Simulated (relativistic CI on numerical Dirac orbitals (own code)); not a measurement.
Energy levels of Mo26+

Computed by Dirac-Coulomb-Breit CI, separate exchange-only KLI orbitals for each configuration, model QED (radiative potential, 1s self-energy scaled to tabulated hydrogen-like ionisation energies), unscaled Slater integrals (own radial code, finite nucleus).

Configurations in the expansion (outside the closed core [Ne]): 3s2.3p4, 3s.3p5, 3s2.3p3.3d, 3p6, 3s.3p4.3d, 3p5.3d, 3s.3p3.3d2, 3s2.3p2.3d.4p, 3p5.4s, 3s2.3p3.4s, 3s.3p3.3d.4s, 3p5.4p, 3s2.3p2.3d2, 3s2.3p.3d3, 3s.3p2.3d3, 3s2.3p.3d2.4s, 3p4.3d2, 3p3.3d3, 3p3.3d2.4s, 3s2.3p2.3d.4s, 3s.3p2.3d2.4s, 3s2.3p.3d.4s2. Double excitations out of closed p, d and f shells are left out; levels of such configurations are missing from the list, as are those of other unlisted configurations, and high levels can miss mixing partners.

The lowest level is 3s2.3p4 3P_2, with 77 % of that term; Hund's rules for 3s2.3p4 give 3P with J = 2, in agreement.

| No. | Configuration | Term | J | E (cm⁻¹) | % | Landé g | jj configuration (%) |
| --- | --- | --- | --- | --- | --- | --- | --- |
| 1 | 3s2.3p4 | 3P | 2 | 0 | 77 | 1.390 | 3p3/2^2 (96) |
| 2 | 3s2.3p4 | 3P | 0 | 67729 | 51 |  | 3p3/2^2 (94) |
| 3 | 3s2.3p4 | 3P | 1 | 174788 | 98 | 1.498 | 3p1/2 3p3/2^3 (98) |
| 4 | 3s2.3p4 | 1D | 2 | 219204 | 77 | 1.104 | 3p1/2 3p3/2^3 (96) |
| 5 | 3s2.3p4 | 1S | 0 | 427383 | 51 |  | 3p3/2^4 (93) |
| 6 | 3s.3p5 | 3P° | 2 | 765237 | 75 | 1.493 | 3s 3p3/2^3 (75) |
| 7 | 3s.3p5 | 3P° | 1 | 822648 | 44 | 1.342 | 3s 3p3/2^3 (48) |
| 8 | 3s2.3p3.3d | 3F° | 2 | 888429 | 29 | 1.091 | 3p3/2 3d3/2 (84) |
| 9 | 3s2.3p3.3d | 5D° | 0 | 891535 | 56 |  | 3p3/2 3d3/2 (66) |
| 10 | 3s2.3p3.3d | 5D° | 3 | 898606 | 44 | 1.301 | 3p3/2 3d3/2 (63) |
| 11 | 3s2.3p3.3d | 5D° | 1 | 928020 | 63 | 1.421 | 3p3/2 3d3/2 (44) |
| 12 | 3s2.3p3.3d | 5D° | 4 | 932122 | 60 | 1.376 | 3p3/2 3d5/2 (81) |
| 13 | 3s.3p5 | 3P° | 0 | 956032 | 64 |  | 3s 3p1/2 3p3/2^4 (64) |
| 14 | 3s2.3p3.3d | 5D° | 2 | 963932 | 45 | 1.301 | 3p3/2 3d5/2 (59) |
| 15 | 3s2.3p3.3d | 1P° | 1 | 1006189 | 37 | 1.117 | 3s 3p1/2 3p3/2^4 (43) |
| 16 | 3s2.3p3.3d | 3G° | 3 | 1019478 | 35 | 1.097 | 3p3/2 3d5/2 (32) |
| 17 | 3s2.3p3.3d | 3D° | 1 | 1038684 | 80 | 0.683 | 3p1/2 3p3/2^2 3d3/2 (45) |
| 18 | 3s2.3p3.3d | 3F° | 2 | 1044572 | 48 | 0.953 | 3p1/2 3p3/2^2 3d3/2 (87) |
| 19 | 3s2.3p3.3d | 1S° | 0 | 1051044 | 63 |  | 3p1/2 3p3/2^2 3d3/2 (62) |
| 20 | 3s2.3p3.3d | 3F° | 3 | 1063916 | 71 | 1.139 | 3p1/2 3p3/2^2 3d3/2 (68) |
| 21 | 3s2.3p3.3d | 3D° | 3 | 1080722 | 60 | 1.202 | 3p1/2 3p3/2^2 3d5/2 (75) |
| 22 | 3s2.3p3.3d | 3G° | 4 | 1094335 | 58 | 1.185 | 3p1/2 3p3/2^2 3d5/2 (62) |
| 23 | 3s2.3p3.3d | 3D° | 1 | 1105371 | 75 | 0.673 | 3p3/2 3d5/2 (36) |
| 24 | 3s2.3p3.3d | 3F° | 4 | 1114612 | 65 | 1.190 | 3p1/2 3p3/2^2 3d5/2 (52) |
| 25 | 3s2.3p3.3d | 1G° | 4 | 1137239 | 49 | 1.088 | 3p1/2 3p3/2^2 3d5/2 (62) |
| 26 | 3s2.3p3.3d | 3G° | 5 | 1151209 | 98 | 1.197 | 3p1/2 3p3/2^2 3d5/2 (98) |
| 27 | 3s2.3p3.3d | 3F° | 2 | 1153111 | 39 | 0.947 | 3p1/2 3p3/2^2 3d3/2 (76) |
| 28 | 3s2.3p3.3d | 3P° | 1 | 1191854 | 38 | 1.356 | 3p1/2 3p3/2^2 3d5/2 (43) |
| 29 | 3s2.3p3.3d | 3P° | 0 | 1199700 | 57 |  | 3p1/2 3p3/2^2 3d5/2 (54) |
| 30 | 3s2.3p3.3d | 3D° | 2 | 1216169 | 60 | 1.215 | 3p1/2 3p3/2^2 3d5/2 (87) |
| 31 | 3s2.3p3.3d | 3F° | 2 | 1231796 | 39 | 1.104 | 3p1/2 3p3/2^2 3d5/2 (39) |
| 32 | 3s2.3p3.3d | 3F° | 3 | 1237670 | 52 | 1.093 | 3p1/2 3p3/2^2 3d5/2 (62) |
| 33 | 3s2.3p3.3d | 3D° | 3 | 1250268 | 59 | 1.185 | 3p1/2 3p3/2^2 3d5/2 (69) |
| 34 | 3s2.3p3.3d | 3P° | 2 | 1263253 | 37 | 1.209 | 3p1/2 3p3/2^2 3d3/2 (39) |
| 35 | 3s2.3p3.3d | 3P° | 1 | 1273153 | 49 | 1.393 | 3p1/2 3p3/2^2 3d3/2 (70) |
| 36 | 3s2.3p3.3d | 1F° | 3 | 1287988 | 37 | 1.155 | 3p1/2 3p3/2^2 3d3/2 (46) |
| 37 | 3s2.3p3.3d | 3S° | 1 | 1307808 | 52 | 1.534 | 3p1/2 3p3/2^2 3d5/2 (43) |
| 38 | 3s2.3p3.3d | 3F° | 4 | 1343751 | 57 | 1.197 | 3p3/2^3 3d5/2 (91) |
| 39 | 3s2.3p3.3d | 1D° | 2 | 1346062 | 37 | 1.152 | 3p1/2 3p3/2^2 3d5/2 (47) |
| 40 | 3s2.3p3.3d | 3D° | 1 | 1352175 | 41 | 0.865 | 3p1/2 3p3/2^2 3d3/2 (52) |
| 41 | 3s2.3p3.3d | 3P° | 2 | 1368323 | 46 | 1.288 | 3p3/2^3 3d5/2 (66) |
| 42 | 3s2.3p3.3d | 3P° | 0 | 1409851 | 72 |  | 3p3/2^3 3d3/2 (62) |
| 43 | 3s2.3p3.3d | 3D° | 3 | 1417091 | 42 | 1.158 | 3p3/2^3 3d5/2 (88) |
| 44 | 3s2.3p3.3d | 3P° | 1 | 1423827 | 29 | 1.172 | 3p3/2^3 3d3/2 (55) |
| 45 | 3s2.3p3.3d | 1D° | 2 | 1467777 | 49 | 1.047 | 3p3/2^3 3d3/2 (70) |
| 46 | 3s2.3p3.3d | 1F° | 3 | 1474952 | 69 | 1.061 | 3p3/2^3 3d3/2 (59) |
| 47 | 3s2.3p3.3d | 1P° | 1 | 1591343 | 56 | 0.911 | 3p3/2^3 3d5/2 (73) |
| 48 | 3s.3p4.3d | 5D | 3 | 1592570 | 68 | 1.458 | 3s 3p3/2^2 3d3/2 (55) |
| 49 | 3s.3p4.3d | 5D | 2 | 1593427 | 62 | 1.485 | 3s 3p3/2^2 3d3/2 (73) |
| 50 | 3s.3p4.3d | 5D | 1 | 1607976 | 54 | 1.616 | 3s 3p3/2^2 3d3/2 (69) |
| 51 | 3s.3p4.3d | 5D | 4 | 1609161 | 68 | 1.453 | 3s 3p3/2^2 3d5/2 (54) |
| 52 | 3p6 | 1S | 0 | 1628160 | 46 |  | closed (46) |
| 53 | 3s.3p4.3d | 5D | 0 | 1636665 | 62 |  | 3s 3p3/2^2 3d3/2 (30) |
| 54 | 3s.3p4.3d | 5F | 5 | 1682232 | 81 | 1.370 | 3s 3p3/2^2 3d5/2 (88) |
| 55 | 3s.3p4.3d | 5P | 1 | 1702488 | 47 | 1.837 | 3s 3p3/2^2 3d3/2 (51) |
| 56 | 3s.3p4.3d | 3F | 4 | 1703523 | 38 | 1.264 | 3s 3p3/2^2 3d3/2 (60) |
| 57 | 3s.3p4.3d | 5P | 2 | 1721882 | 38 | 1.497 | 3s 3p3/2^2 3d3/2 (34) |
| 58 | 3s.3p4.3d | 5F | 2 | 1739777 | 40 | 1.051 | 3s 3p3/2^2 3d3/2 (44) |
| 59 | 3s.3p4.3d | 5F | 3 | 1740497 | 52 | 1.180 | 3s 3p3/2^2 3d3/2 (37) |
| 60 | 3s.3p4.3d | 5F | 1 | 1749605 | 44 | 0.584 | 3s 3p3/2^2 3d3/2 (43) |
| 61 | 3s.3p4.3d | 3P | 0 | 1757928 | 57 |  | 3s 3p1/2 3p3/2^3 3d3/2 (61) |
| 62 | 3s.3p4.3d | 3P | 1 | 1758497 | 48 | 1.239 | 3s 3p3/2^2 3d5/2 (45) |
| 63 | 3s.3p4.3d | 3F | 4 | 1780824 | 34 | 1.247 | 3s 3p3/2^2 3d5/2 (50) |
| 64 | 3s.3p4.3d | 5P | 3 | 1788561 | 42 | 1.431 | 3s 3p3/2^2 3d5/2 (64) |
| 65 | 3s.3p4.3d | 3D | 2 | 1793443 | 20 | 1.190 | 3s 3p3/2^2 3d5/2 (37) |
| 66 | 3s.3p4.3d | 3D | 1 | 1794276 | 47 | 0.720 | 3s 3p1/2 3p3/2^3 3d3/2 (28) |
| 67 | 3s.3p4.3d | 3F | 3 | 1799296 | 24 | 1.280 | 3s 3p3/2^2 3d5/2 (49) |
| 68 | 3s2.3p2.3d2 | 5G | 2 | 1810903 | 28 | 0.865 | 3p1/2^2 3d3/2^2 (32) |
| 69 | 3s.3p4.3d | 3G | 3 | 1838114 | 41 | 0.957 | 3s 3p3/2^2 3d3/2 (38) |
| 70 | 3s.3p4.3d | 3D | 2 | 1852012 | 19 | 1.176 | 3s 3p1/2 3p3/2^3 3d5/2 (33) |

Energies count from the lowest computed level; ° marks odd parity. Filled j subshells are mostly left out of the jj labels.

The mean weight of the leading LS term, summed over parents, in these 70 levels is 52 %, and that of the leading jj configuration (from the same eigenvectors) 60 %.

At this charge energies of transitions that change n are usually good to better than 1 %, and those within a shell (Δn = 0) to a few per cent.

LS names give the leading component of a level, which can be under half, so a name can repeat, a term be missing and a line seem to break the LS rules.
